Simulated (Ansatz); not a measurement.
Gas-phase electronic energies from Ansatz, PBE0-D4/def2-TZVP geometries. CCSD(T)/CBS is the MP2 limit (def2-TZVPP, def2-QZVPP) plus CCSD(T) − MP2 in def2-TZVPP, frozen cores. DFT in def2-TZVPP. B3LYP here is the variant with VWN-RPA as its local correlation; programs differ in this. For Br outer-core shells are correlated without core-valence functions, which leaves a few kJ/mol of doubt a bond. Scalar relativity is left out up to krypton. One conformer a species, not always the lowest.

Consider the redistribution: `BrC[SiH2]Br` + `N=CBN` → `N=C[SiH2]CBr` + `NBBr`.

`BrC[SiH2]Br`:

Z-matrix (Å, degrees):
```
C
Si 1 1.869
Br 1 1.947 2 106.0
H 1 1.088 2 113.1 3 117.3
H 1 1.089 2 113.1 3 -117.4
Br 2 2.226 1 108.2 3 179.9
H 2 1.478 1 110.2 3 61.7
H 2 1.478 1 110.2 3 -61.8
```

`N=CBN`:

Z-matrix (Å, degrees):
```
C
B 1 1.572
N 1 1.273 2 120.7
H 1 1.106 2 118.7 3 180.0
N 2 1.388 1 118.9 3 -179.9
H 2 1.194 1 121.2 3 0.1
H 3 1.022 1 111.4 2 180.0
H 5 1.005 2 123.2 1 180.0
H 5 1.007 2 123.3 1 0.0
```

`N=C[SiH2]CBr`:

```xyz
11

N    -0.438    1.340   -1.331
C     0.596    0.614   -1.204
Si    0.817   -0.306    0.433
C    -0.873   -0.534    1.207
Br   -1.860   -1.881    0.209
H    -0.466    1.811   -2.237
H     1.353    0.526   -1.997
H     1.487   -1.612    0.214
H     1.673    0.528    1.325
H    -0.835   -0.872    2.241
H    -1.453    0.386    1.140
```

`NBBr`:

Cartesian coordinates in Å:
```
N 0.335 0.481 -0.516
B -0.349 -0.447 0.243
Br -0.082 -0.499 2.155
H 0.223 0.541 -1.514
H 0.979 1.149 -0.125
H -1.106 -1.225 -0.244
```

```json
{"level": "B3LYP-D4", "ΔE (kJ/mol)": "29.9"}
{"level": "ωB97M-V", "ΔE (kJ/mol)": "29.8"}
{"level": "B3LYP", "ΔE (kJ/mol)": "34.1"}
{"level": "CCSD(T)/def2-TZVPP", "ΔE (kJ/mol)": "27.4"}
{"level": "SCS-MP2/def2-QZVPP", "ΔE (kJ/mol)": "31.0"}
{"level": "HF/CBS(def2)", "ΔE (kJ/mol)": "38.4"}
{"level": "MP2/CBS(def2)", "ΔE (kJ/mol)": "31.3"}
{"level": "CCSD/CBS(def2)", "ΔE (kJ/mol)": "32.6"}
```

Q: What does CCSD(T)/CBS give? (Best estimate.)

A: The calculation gave: +31.2 kJ/mol. The listed levels differ from it by -1.3, -1.4, 2.9, -3.8, -0.2, 7.2, 0.1, 1.4 kJ/mol.

Largest T1 diagnostic among the species: 0.013.

The D4 term adds −4.2 kJ/mol with B3LYP and −2.3 kJ/mol with PBE0; it sums over pairs of atoms, weighted by their polarisabilities, and B3LYP, whose exchange is more repulsive, gets the larger term. In def2-TZVPP, CCSD(T) changes the Hartree–Fock value by −10.0 kJ/mol (the triples alone add −1.4 kJ/mol) and MP2 by −10.0 kJ/mol.
